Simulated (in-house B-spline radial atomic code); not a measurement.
Values are calculated unless marked as measured or tabulated.
Two electrons in InAs: a Gaussian well −V exp(−r²/w²) with V = 40.6 meV and w = 257 nm

For InAs the NSM archive of the Ioffe Institute lists m* = 0.023 m0 and ε = 15.15. In so narrow a gap the band flattens within tens of meV, so real spacings are smaller, by up to some tenths.

Effective-mass model with parabolic bands, a uniform dielectric constant, no image charges, no central-cell or spin-orbit terms. Two-electron levels come from full CI in B-splines with partial waves to l = 5 (up to 0.001 effective hartree above the limit).

Question: What are the effective units, and what is the potential in them?

Answer: Ha* = 27211.386 meV × 0.023/15.15² = 2.727 meV and a* = 0.0529177 nm × 15.15/0.023 = 34.86 nm. V = 14.9 Ha* and w = 7.37 a*.

In these units the lowest s and p orbitals lie at -13.806302 and -13.088896, and their Coulomb and exchange integrals are J_ss = 0.676636, J_sp = 0.561285 and K_sp = 0.1117. Full CI gives -27.002457 for the ground singlet, -26.462480 for the sp triplet, -26.288491 for the sp singlet and -25.772495 for the lowest triplet of two s orbitals.

Question: What does it cost to add the second electron, to first order and exactly?

Answer: To first order E = 2ε_s + J_ss = -26.935968, so the charging energy E(2) − 2E(1) is J_ss = 1.845 meV. CI gives -27.002457 − 2 × (-13.806302) = 0.610147, or 1.664 meV: relaxation and correlation lower it by 0.1813 meV, 9.8 % of J_ss. The s² configuration of one-electron orbitals holds 96.5 % of the state, and the mean radius is 50.1 nm. The second electron is bound by ε_s − E = 35.98 meV, against 37.65 meV for the first.

Question: How far above the singlet do the triplets lie?

Answer: To first order the sp triplet lies at ε_s + ε_p + J_sp − K_sp = -26.445584, which is 1.337 meV above 2ε_s + J_ss. CI gives -26.462480 − (-27.002457) = 0.539977, or 1.472 meV, 75 % of the orbital spacing of 1.956 meV. The ss triplet lies 3.354 meV up, so the lower of the two is the sp one, and its gap equals k_BT at 17.1 K. The sp singlet-triplet splitting is 0.4744 meV, against 2K_sp = 0.609 meV.
